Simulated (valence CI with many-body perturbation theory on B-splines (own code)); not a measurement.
**E1 transitions of In XVIII**

Calculated by relativistic CI+MBPT: four valence electrons over a frozen Dirac-Fock core [Ar] 3d10, radial functions for each j: 11 s, 11 p, 10 d, 8 f, 5 g, 2 h, with the one-electron correlation potential Σ1 (screened to all orders), the two-electron term Σ2, the three-electron term Σ3, Breit, model QED; selected single and double excitations, second order for the rest, scaled by the run's own slope (own B-spline code, finite nucleus).

No measured levels were compared; by estimate levels hold to about 250 cm⁻¹ or 0.2 % of their energy and the worst to 1 %, as in measured heavy ions of charge 2 to 7; those with d or f electrons hold less well. Among the levels kept, up to 470 cm⁻¹ of a level comes from second order outside the variational space, and about a tenth of that is noise between levels of different J, which matters for small intervals.

Lines 1 to 50 of 556 in falling wavelength, among levels below 202.17 eV, chosen from the strongest by gf and those to the six lowest levels. Wavelengths and rates use the calculated energies, so an error of 1000 cm⁻¹ moves a line at 466.3 Å by 0.47 % and its rate by three times that or more. Electric multipoles are in the length gauge, E1 and E2 with the static RPA response of the core. Weak lines are less certain than strong ones. Lines between different terms over intervals too small for the method are left out, as are lines whose strength nearly cancels. Where a level lies close to another of its J and parity, the split of strength between their lines is uncertain. The highest levels of a list are the least certain.

Names give the largest LS component (configuration and term), which can be under half, so a name can repeat, a term be missing and a line seem to break the LS rules; names also repeat where a configuration has a term twice. Letters in brackets count levels of one name in rising energy.

```
λ vac (Å)               Upper               Lower   A (s⁻¹)  log gf  Branch %
    466.3        4s.4p3 5S°_2        4s2.4p2 1D_2  2.36e+07   -2.42       2.1
    421.1        4s.4p3 3D°_1        4s2.4p2 1S_0  3.63e+07   -2.54       0.2
    359.8        4s.4p3 3D°_1        4s2.4p2 1D_2  2.79e+08   -1.79       1.9
    355.3            4p4 1D_2        4s.4p3 1P°_1  2.11e+09   -0.70       8.7
    349.7        4s.4p3 5S°_2        4s2.4p2 3P_2  4.41e+08   -1.39      38.8
    349.7            4p4 3P_2        4s.4p3 3S°_1  2.23e+09   -0.69       6.6
    347.3        4p3.4d 3G°_5  4s.4p2.4d 3F_4 [c]  3.84e+09   -0.12      18.6
    343.6        4s.4p3 3D°_2        4s2.4p2 1D_2  1.11e+08   -2.01       1.7
    335.9      4s.4p2.4d 1G_4     4s2.4p.4d 1F°_3  1.42e+09   -0.66       5.0
    331.5        4s.4p3 5S°_2        4s2.4p2 3P_1  6.74e+08   -1.26      59.2
    331.2        4p3.4d 1G°_4  4s.4p2.4d 3D_3 [c]  1.39e+09   -0.69       5.1
    319.9        4s.4p3 3D°_3        4s2.4p2 1D_2  1.96e+09   -0.68      36.4
    316.6        4s.4p3 3P°_1        4s2.4p2 1S_0  5.29e+08   -1.62       2.4
    316.2        4p3.4d 5D°_4  4s.4p2.4d 3D_3 [a]  1.52e+09   -0.69       3.4
    314.4    4p3.4d 3F°_3 [b]  4s.4p2.4d 3D_3 [e]  1.90e+09   -0.70       1.7
    313.3        4p3.4d 3G°_4  4s.4p2.4d 3F_3 [c]  1.88e+09   -0.60       6.7
    313.0    4p3.4d 3F°_2 [a]  4s.4p2.4d 3F_2 [b]  5.17e+09   -0.42      16.4
    310.8    4p3.4d 3F°_2 [b]  4s.4p2.4d 3D_2 [a]  3.62e+09   -0.58      10.6
    302.8            4p4 3P_2    4s.4p3 1D°_2 [a]  3.11e+09   -0.67       9.3
    298.6    4p3.4d 3D°_2 [a]  4s.4p2.4d 3D_3 [d]  3.01e+09   -0.70       4.1
    297.5    4p3.4d 3F°_4 [a]  4s.4p2.4d 3F_3 [b]  1.89e+09   -0.65       7.3
    294.5    4p3.4d 3P°_1 [b]  4s.4p2.4d 3P_2 [c]  5.59e+09   -0.66       2.6
    286.3            4p4 1D_2    4s.4p3 1D°_2 [b]  8.63e+09   -0.28      35.4
    286.2        4s.4p3 3D°_1        4s2.4p2 3P_2  1.28e+09   -1.33       8.8
    280.7        4s.4p3 3P°_1        4s2.4p2 1D_2  2.39e+07   -3.07       0.1
    279.7    4p3.4d 3F°_4 [b]  4s.4p2.4d 3D_3 [e]  2.79e+09   -0.53       7.3
    279.7    4p3.4d 3F°_4 [a]      4s.4p2.4d 3G_5  5.50e+09   -0.24      21.4
    279.0        4p3.4d 1P°_1  4s.4p2.4d 3D_2 [c]  6.93e+09   -0.62       6.7
    278.9    4p3.4d 3F°_4 [a]  4s.4p2.4d 3D_3 [b]  2.74e+09   -0.54      10.7
    275.9        4s.4p3 3D°_2        4s2.4p2 3P_2  1.92e+08   -1.96       3.0
    275.7    4s.4p3 1D°_2 [a]        4s2.4p2 1D_2  7.98e+08   -1.34       3.6
    275.0        4p3.4d 1G°_4      4s.4p2.4d 1G_4  9.93e+09    0.01      36.5
    273.9        4s.4p3 3D°_1        4s2.4p2 3P_1  5.06e+06   -3.77       0.0
    272.8        4s.4p3 3S°_1        4s2.4p2 1S_0  1.74e+09   -1.24       1.6
    272.1    4p3.4d 3F°_4 [a]  4s.4p2.4d 3D_3 [a]  2.58e+09   -0.59      10.0
    271.9    4p3.4d 1F°_3 [d]      4s.4p2.4d 1F_3  3.90e+09   -0.52       2.1
    271.9        4p3.4d 3G°_5      4s.4p2.4d 3G_5  8.60e+09    0.02      41.8
    270.6    4p3.4d 3P°_2 [c]  4s.4p2.4d 3D_3 [e]  4.70e+09   -0.59       9.1
    270.2        4p3.4d 3G°_3  4s.4p2.4d 3F_4 [a]  3.91e+09   -0.52      10.5
    269.2        4p3.4d 5D°_2      4s.4p2.4d 5P_2  4.22e+09   -0.64       7.4
    267.4    4p3.4d 1F°_3 [e]      4s.4p2.4d 1F_3  6.86e+09   -0.29       3.8
    267.2    4p3.4d 3D°_2 [b]  4s.4p2.4d 3P_2 [c]  3.99e+09   -0.67       2.1
    266.3        4p3.4d 1G°_4  4s.4p2.4d 3D_3 [a]  2.40e+09   -0.64       8.8
    266.2  4s.4p2.4d 3F_4 [c]     4s2.4p.4d 1F°_3  2.40e+09   -0.64       4.8
    265.1        4p3.4d 5D°_2      4s.4p2.4d 5P_3  6.32e+09   -0.48      11.1
    264.9    4p3.4d 1F°_3 [c]  4s.4p2.4d 1D_2 [b]  5.90e+09   -0.36       9.6
    264.4    4p3.4d 3F°_4 [b]  4s.4p2.4d 3F_4 [c]  9.02e+09   -0.07      23.5
    264.4        4s.4p3 3D°_2        4s2.4p2 3P_1  6.18e+09   -0.49      95.3
    264.0    4p3.4d 3P°_2 [a]  4s.4p2.4d 3F_3 [c]  4.03e+09   -0.68       2.9
    264.0            4p4 1S_0        4s.4p3 1P°_1  2.54e+10   -0.58      71.7
```

Question: How does gf follow from A for the line at 286.2 Å?

Answer: gf = 1.4992 × (2J+1)_upper × A / σ², with σ = 349370 cm⁻¹ and 2J+1 = 3: gf = 0.0473.
